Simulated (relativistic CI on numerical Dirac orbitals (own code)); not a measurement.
L2,3 absorption of iron in several valence states

Computed multiplet spectra 2p⁶3dⁿ → 2p⁵3dⁿ⁺¹ (Dirac-Coulomb-Breit ions, Slater integrals scaled by 0.9, an assumed crystal field that grows with the charge, no charge transfer; 300 K; Lorentzian 0.4 eV and Gaussian 0.3 eV FWHM at both edges, so that L2 comes out sharper than in experiment). Peaks over 5 % are given in eV from the highest peak in the L3 region of each spectrum (height, largest 100). S of the lowest state is read from ⟨S²⟩, and the branching ratio is the share of L3, cut at the minimum between the edges.

Field parameters in Wybourne normalisation: Td as Oh with Dq negative (B⁴₀ = 21Dq, B⁴₄ = √(5/14) B⁴₀). The field is a parameter set, without covalency.

- Fe²⁺ (d6, Td, 10Dq = -7550 cm⁻¹): S = 2.00, high spin, branching ratio 0.75; peaks -2.3 (12), 0.0 (100), 0.7 (94), 1.7 (56), 3.3 (34), 4.9 (13), 11.2 (13), 12.2 (29), 13.0 (26), 13.9 (28), 15.3 (11), 16.3 (10), 16.8 (7)
- Fe³⁺ (d5, Td, 10Dq = -9750 cm⁻¹): S = 2.50, high spin, branching ratio 0.78; peaks -2.4 (12), 0.0 (100), 1.5 (37), 3.9 (8), 4.7 (13), 11.5 (11), 12.7 (14), 14.2 (17), 15.0 (21)
- Fe⁴⁺ (d4, Td, 10Dq = -11900 cm⁻¹): S = 2.00, high spin, branching ratio 0.67; peaks -4.3 (8), -3.1 (15), -2.1 (20), 0.0 (100), 1.0 (92), 3.4 (49), 7.9 (33), 9.4 (26), 10.7 (24), 13.5 (37), 14.1 (36), 15.4 (23), 16.5 (11)
- Fe⁵⁺ (d3, Td, 10Dq = -14100 cm⁻¹): S = 1.50, branching ratio 0.61; peaks -3.1 (17), -2.1 (22), -1.5 (23), 0.0 (100), 0.8 (94), 1.7 (67), 2.8 (59), 4.6 (27), 8.6 (33), 10.4 (34), 11.7 (31), 13.2 (41), 14.0 (39), 14.4 (39), 16.2 (10), 17.2 (6)

The centroid of the whole edge, which also moves with the branching ratio, lies at 713.7 (Fe²⁺), 716.5 (Fe³⁺), 720.4 (Fe⁴⁺), 725.5 (Fe⁵⁺) eV in this ionic model, in steps of 2.8 to 5.1 eV. Compounds show about 1 to 2 eV a unit and lower energies for the high valences, since ligands screen the charge. The multiplet shape follows the d count and the spin state, and so serves as a fingerprint of valence.
